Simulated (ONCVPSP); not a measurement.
# Cr: one change to an ONCV potential, before and after

* Element: chromium
* Generator: ONCVPSP 4.0.1
* Type: optimised norm-conserving Vanderbilt (ONCV)
* Functional: PBE
* Relativity: fully relativistic
* Frozen core: [Ne]
* Valence charge: 14
* Reference configuration: 3s2 3p6 3d5 4s0.75 (charge +0.25)
* Partial waves: 3s+4s: rc 1.75 bohr, ncon 4, nbas 7, qcut 6.4 1/bohr, 2 projectors; 3p: rc 0.90 bohr, ncon 3, nbas 6, qcut 10.3 1/bohr, 1 projector; 3d: rc 1.05 bohr, ncon 5, nbas 10, qcut 7.7 1/bohr, 2 projectors, debl 3.1 Ha
* Local potential: polynomial inside 0.70 bohr (lpopt 5, dvloc0 4 Ha)
* Core correction: Teter function, fcfact 5.5, rcfact 1.65

Open shells are filled in proportion to 2j + 1.

Change: s: qcut 3.7.

Cutoffs: the cutoffs (Ha) at which the residual kinetic energy of the hardest occupied pseudo-wave falls to 1 and 0.1 mHa per electron; they do not see the model core or the augmentation charge, which bear on the density cutoff. Errors are all-electron minus pseudo energies relative to the spin-unpolarised reference configuration.

Task: What does the change do?

Result: The potential gets neither clearly harder nor softer (329 Ha and 361 Ha → 329 Ha and 361 Ha); the d channel sets the loose cutoff, while the largest relative change is in s, which becomes harder; of the 4 tests that both files solve, the error grows in 0 and shrinks in 1 by more than 15 % and 0.3 meV (median size 1.1 → 0.9 meV); neither file shows a bound ghost.

| quantity | base | changed |
| --- | --- | --- |
| cutoff, loose | 329 Ha | 329 Ha |
| cutoff, tight | 361 Ha | 361 Ha |
| loose cutoff by channel | s 10.0 Ha, p 41 Ha, d 329 Ha | s 25 Ha, p 41 Ha, d 329 Ha |
| bound ghosts | none | none |
| GHOST(+) flags under 300 eV | none | none |
| error for 3s2 3p6 3d5 4s1, meV [ΔE -1.18 eV] | -0.3 | -0.3 |
| error for 3s2 3p6 3d5 4s0, meV [ΔE 5.73 eV] | +0.5 | +0.6 |
| error for 3s2 3p6 3d4 4s0, meV [ΔE 21.78 eV] | +1.8 | +1.2 |
| error for 3s2 3p6 3d4 4s1, meV [ΔE 6.81 eV] | +3.2 | +3.3 |
| s: phases at 1.78 bohr within 0.05 rad from the reference energy up to (Ha; the scan ends near 5) | 4.7 | 4.8 |
| p3/2: phases at 0.91 bohr within 0.05 rad from the reference energy up to (Ha; the scan ends near 5) | to the end of the scan | to the end of the scan |
| p1/2: phases at 0.91 bohr within 0.05 rad from the reference energy up to (Ha; the scan ends near 5) | to the end of the scan | to the end of the scan |
| d5/2: phases at 1.07 bohr within 0.05 rad from the reference energy up to (Ha; the scan ends near 5) | to the end of the scan | to the end of the scan |
| d3/2: phases at 1.07 bohr within 0.05 rad from the reference energy up to (Ha; the scan ends near 5) | to the end of the scan | to the end of the scan |
| rms error of d²Exc/dni dnj with the model core, mHa | 3.86 | 3.90 |
